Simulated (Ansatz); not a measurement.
A nudged elastic band was laid between two geometries of C$_{2}$H$_{2}$FSi (6 atoms, charge 0, multiplicity 2).

These are results of Ansatz, UKS PBE0-D4/def2-SVP, not measurements.

```json
{
  "movable images": "9",
  "climbing image": "yes",
  "spring": "5.0 eV/Å²",
  "optimiser": "quadratic models (default)",
  "start path": "through a guess of the saddle point",
  "force threshold": "0.03 eV/Å",
  "iteration limit": "52",
  "end points": "relaxed"
}
```

First end point:

```xyz
6
Properties=species:S:1:pos:R:3
C -0.025 1.126 0.298
C -0.188 -0.117 -0.073
Si -0.691 -1.830 -0.563
F 0.793 -2.535 -0.589
H -0.096 1.433 1.352
H 0.208 1.923 -0.425
```

Last end point:

```xyz
6
Properties=species:S:1:pos:R:3
C -0.052 1.126 0.296
C 0.192 -0.128 0.016
Si 0.803 -1.844 -0.321
F -0.607 -2.520 -0.830
H -0.386 1.444 1.296
H 0.050 1.921 -0.457
```

Problem. Which bonds break or form, and what moves?

Solution. No bond is made or broken.  The two ends are copies of one structure, up to a mirror image or an exchange of like atoms.

Problem. What energy profile does the band end with?

Solution. The run converged. The highest image is number 5 of 0 to 10, 21.2 kJ/mol above the ends, which have the same energy within 2 meV. A vibrational analysis at the climbing image gives one clearly imaginary mode, 324i cm⁻¹: a first-order saddle point.

| image | path coordinate (Å) | energy (kJ/mol) |
| --- | --- | --- |
| 0 | 0.00 | 0.0 |
| 1 | 0.28 | 0.3 |
| 2 | 0.56 | 2.5 |
| 3 | 0.84 | 8.6 |
| 4 | 1.12 | 17.0 |
| 5 | 1.40 | 21.2 |
| 6 | 1.67 | 17.4 |
| 7 | 1.93 | 9.4 |
| 8 | 2.20 | 3.2 |
| 9 | 2.47 | 0.5 |
| 10 | 2.73 | 0.0 |

Problem. What is the geometry of the highest image?

Solution. 
```xyz
6
Properties=species:S:1:pos:R:3
C -0.031 1.118 0.355
C 0.109 -0.186 0.182
Si -0.223 -1.497 -1.085
F 0.330 -2.836 -0.325
H 0.289 1.620 1.282
H -0.473 1.781 -0.408
```

Problem. What are the harmonic wavenumbers there?

Solution. 324i, 130, 194, 318, 616, 860, 939, 962, 1376, 1689, 3068, 3150 cm⁻¹.

Time of the run: 23 min on 1 thread of Arm Neoverse N1, on a shared host, peak memory 0.18 GiB.
